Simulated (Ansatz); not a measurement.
Consider the redistribution: `[SiH3][O][Al]([Cl])[Cl]` + `[CH3][InH][C]#N` → `N#[C][Al]([Cl])[Cl]` + `[CH3][InH][O][SiH3]`.

Gas-phase electronic energies from Ansatz, PBE0-D4/def2-TZVP geometries. CCSD(T)/CBS adds triple-zeta CCSD(T) − MP2 to the extrapolated MP2 energy (def2 sets, frozen cores). DFT in def2-TZVPP. HSE06 is defined as in plane-wave codes. Elements past krypton have def2 core potentials. For In outer-core shells are correlated without core-valence functions, which leaves a few kJ/mol of doubt a bond. Each species was taken in one conformer, which may not be the lowest.

```json
{"level": "r2SCAN-D4", "ΔE (kJ/mol)": "83.2"}
{"level": "HSE06-D4", "ΔE (kJ/mol)": "85.9"}
```

What does CCSD(T)/CBS give? (Estimate.)

Computed: +83.7 kJ/mol. The listed levels differ from it by -0.5, 2.2 kJ/mol.

Largest T1 diagnostic among the species: 0.014.

From BLYP to BHLYP (50 % exact exchange), in def2-TZVPP and without D4, ΔE moves by +18.7 kJ/mol. Leaving LDA and LC-ωPBE aside and taking each functional with its dispersion term where it has one, the values, not all of them listed here, spread over 23.0 kJ/mol, from revPBE-D4 to BHLYP-D4. LDA lies +4.3 kJ/mol from PBE without D4.
